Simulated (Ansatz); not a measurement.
Relaxation of CH₅BFIn (9 atoms, charge 0, multiplicity 1), to a largest force component of 0.02 eV/Å in at most 50 steps.

These are results of RKS B3LYP-D4/def2-mTZVP in Ansatz, not measurements.

```xyz
9
Properties=species:S:1:pos:R:3
B -0.340 1.326 -0.917
In 0.529 0.581 0.027
C -0.025 -1.067 0.673
F 0.539 -2.136 -0.049
H -1.039 0.775 -1.735
H -0.910 1.941 -0.027
H 0.588 1.644 -1.555
H -0.983 -1.258 1.040
H 0.681 -0.882 1.597
```

Task: Where does it end, and by what steps?

Result: The run converged. After 16 steps the energy has fallen by 12.280 eV; H6 moved furthest, 1.03 Å. The start is strongly strained (largest force component 21 eV/Å), so its close contacts needn't be bonds. Parted: In2–H6 (1.98 → 2.77 Å), In2–H7 (1.91 → 2.79 Å).

```csv
step,energy less start (eV),largest force component (eV/Å),accepted
0,0.0000,21.235,yes
1,-6.8674,8.715,yes
2,-9.7655,3.209,yes
3,-11.0219,1.113,yes
4,-11.6370,0.675,yes
5,-11.9674,0.450,yes
6,-12.1001,0.486,yes
7,-12.1506,0.360,yes
8,-12.1948,0.328,yes
9,-12.2407,0.177,yes
10,-12.2576,0.129,yes
11,-12.2653,0.205,yes
12,-12.2774,0.062,yes
13,-12.2786,0.042,yes
14,-12.2791,0.044,yes
15,-12.2795,0.030,yes
16,-12.2795,0.005,yes
```

```xyz
9
Properties=species:S:1:pos:R:3
B -0.438 2.003 -1.443
In -0.135 0.177 -0.071
C 0.175 -1.640 1.232
F 0.669 -2.626 0.340
H -1.144 1.537 -2.295
H -0.959 2.754 -0.661
H 0.696 2.249 -1.751
H -0.742 -2.029 1.682
H 0.920 -1.503 2.020
```

The run took 33 s on 2 threads of Intel(R) Xeon(R) 6975P-C (Granite Rapids), on a shared host, peak memory 0.25 GiB.
